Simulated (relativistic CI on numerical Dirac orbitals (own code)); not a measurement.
# Fe⁷⁺: M2,3 absorption edge

Computed with this model: Dirac-Coulomb-Breit CI, KLI orbitals optimised for each configuration, QED by a radiative potential, valence Slater integrals scaled by 0.8, multiplet model of core-to-valence dipole absorption; configurations [Ar] 3d → [Ne] 3s2 3p5 3d2; 300 K; Lorentzian 1.2 eV and Gaussian 0.3 eV FWHM. Energies are those of the free ion, without screening or charge transfer. The branching ratio is the share of the lower-energy edge in the whole absorption, uncertain by about 0.02 where the edges overlap. S is read from ⟨S²⟩ = S(S + 1).

Field parameters in Wybourne normalisation: Oh B⁴₀ = 21Dq, B⁴₄ = √(5/14) B⁴₀. The field is a parameter set, without covalency.

free ion: ground-state S = 0.50, centroid 70.54 eV. Peaks (eV, height): 66.8 (80), 72.2 (60), 73.5 (100).

Oh, 10Dq = 5900 cm⁻¹: ground-state S = 0.50, centroid 70.61 eV. Peaks (eV, height): 67.0 (80), 73.5 (100).

Oh, 10Dq = 13250 cm⁻¹: ground-state S = 0.50, centroid 70.66 eV. Peaks (eV, height): 67.5 (81), 73.2 (100).

Oh, 10Dq = 20650 cm⁻¹: ground-state S = 0.50, centroid 70.71 eV. Peaks (eV, height): 68.0 (82), 73.5 (100), 75.5 (30).

Oh, 10Dq = 28050 cm⁻¹: ground-state S = 0.50, centroid 70.75 eV. Peaks (eV, height): 68.5 (99), 73.5 (100), 76.2 (27).

Oh, 10Dq = 35400 cm⁻¹: ground-state S = 0.50, centroid 70.79 eV. Peaks (eV, height): 69.0 (100), 73.5 (85), 77.2 (22).

Strongest unbroadened transitions for free ion:

```tsv
Energy (eV)	Relative strength
53.16	0.2
53.33	0.1
53.88	0.7
53.90	0.5
54.79	0.1
57.03	1.0
57.09	1.4
57.32	0.1
57.60	0.1
59.15	0.0
59.65	0.1
62.52	0.0
63.81	0.1
66.78	92.6
72.05	45.3
72.42	8.0
73.48	9.0
73.57	100.0
```
